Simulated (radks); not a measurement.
Species: Ce. Configuration: [Xe] 4f1 5d1 6s2.

All-electron calculation, scalar-relativistic Kohn-Sham, LDA (Slater exchange, VWN5 correlation), spin-polarised, spherical densities, finite nucleus; open shells are filled with parallel spins first (spin-orbit coupling, left out, can overturn this in heavy ions); Fermi nuclear charge, rms radius 4.8771 fm. Program: a radial shooting solver on a logarithmic mesh with Libxc functionals.

Energy parts (eV):
| part | energy |
|---|---|
| total | -240916.15 |
| kinetic | 255260.29 |
| electron-nucleus | -583725.20 |
| Hartree | 93062.54 |
| exchange-correlation | -5513.79 |

Orbitals (lengths in bohr, moments of r in powers of bohr):
orbital	occ.	eigenvalue (eV)	<r^4>
1s up	1	-40225.06	1.780e-06
1s down	1	-40225.06	1.780e-06
2s up	1	-6441.838	0.0002938
2s down	1	-6441.805	0.0002938
2p up	3	-5772.715	0.0002148
2p down	3	-5772.690	0.0002148
3s up	1	-1386.767	0.01197
3s down	1	-1386.488	0.01197
3p up	3	-1173.877	0.01250
3p down	3	-1173.599	0.01249
3d up	5	-870.4667	0.01037
3d down	5	-870.2376	0.01036
4s up	1	-280.5112	0.3066
4s down	1	-279.7518	0.3065
4p up	3	-210.9475	0.4025
4p down	3	-210.1839	0.4023
4d up	5	-110.7616	0.6743
4d down	5	-109.9920	0.6742
4f up	1	-5.9385	7.726
4f down	0	-5.1706	8.132
5s up	1	-41.0329	9.807
5s down	1	-40.3029	9.828
5p up	3	-23.6055	19.04
5p down	3	-22.8926	19.18
5d up	1	-3.4248	203.9
5d down	0	-2.8574	248.5
6s up	1	-4.0278	646.7
6s down	1	-3.6876	731.6

The highest occupied level is 5d up at -3.425 eV. The configuration is held as typed, so some empty levels lie below it. The electron density at the nucleus is 3.961e+05 e/bohr^3 (large components only). Summed over all electrons, <r^2> = 92.15 bohr^2, which gives a Langevin (diamagnetic) susceptibility term of -73 x 10^-6 cm^3/mol. The spin density at the nucleus is 0.274 e/bohr^3 (1s -0.002, 2s -0.148, 3s -1.214, 4s -0.137, 5s 0.242, 6s 1.533).
